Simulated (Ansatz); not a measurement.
Relaxation of ClFH₇NOSi (12 atoms, charge 0, multiplicity 1), to a largest force component of 0.03 eV/Å in at most 50 steps.

These are results of RKS PBE-D4/def2-SVP (Ansatz 0.2.0), not measurements.

```xyz
12
Properties=species:S:1:pos:R:3
Si -0.094 0.534 -1.515
F -0.120 -2.220 -0.376
H 1.120 -0.293 -1.751
H -1.412 -0.155 -1.623
Cl -0.080 2.046 -2.977
H 0.349 -0.275 1.872
N 0.025 1.218 0.139
H 0.270 -2.119 0.450
O 0.395 -1.070 2.439
H 0.875 1.773 0.299
H -0.782 1.790 0.411
H -0.548 -1.227 2.632
```

Task: Where does it end, and by what steps?

Result: The run converged. The force dipped under the threshold on the way, but the program's further checks kept it going. After 36 steps the energy has fallen by 0.543 eV; F2 moved furthest, 1.32 Å.

| step | energy less start (eV) | largest force component (eV/Å) | accepted |
| --- | --- | --- | --- |
| 0 | 0.0000 | 1.536 | yes |
| 2 | -0.3650 | 0.551 | yes |
| 4 | -0.4628 | 0.122 | yes |
| 6 | -0.4663 | 0.038 | yes |
| 8 | -0.4679 | 0.026 | yes |
| 10 | -0.4689 | 0.067 | yes |
| 12 | -0.4702 | 0.103 | yes |
| 14 | -0.4708 | 0.058 | yes |
| 16 | -0.4712 | 0.046 | yes |
| 18 | -0.4716 | 0.104 | yes |
| 20 | -0.4686 | 0.490 | no |
| 22 | -0.4764 | 0.077 | yes |
| 24 | -0.4861 | 0.715 | yes |
| 26 | -0.5251 | 0.448 | yes |
| 28 | -0.5390 | 0.159 | yes |
| 30 | -0.5397 | 0.137 | no |
| 32 | -0.5424 | 0.047 | yes |
| 34 | -0.5432 | 0.076 | yes |
| 36 | -0.5433 | 0.027 | yes |

```xyz
12
Properties=species:S:1:pos:R:3
Si -0.124 0.261 -1.270
F 0.961 -1.529 -0.075
H 0.963 -0.143 -2.209
H -1.220 -0.734 -1.070
Cl -1.113 1.870 -2.225
H -0.256 -0.025 1.484
N 0.402 1.026 0.261
H 0.427 -1.473 0.785
O -0.374 -0.955 1.884
H 1.393 0.834 0.455
H 0.253 2.043 0.260
H -1.311 -1.174 1.720
```

Whether the end is a true minimum wasn't checked by a vibrational analysis.

Time of the run: 70 s on 2 threads of Intel(R) Xeon(R) Platinum 8488C (Sapphire Rapids) (shared host), peak memory 0.2 GiB.
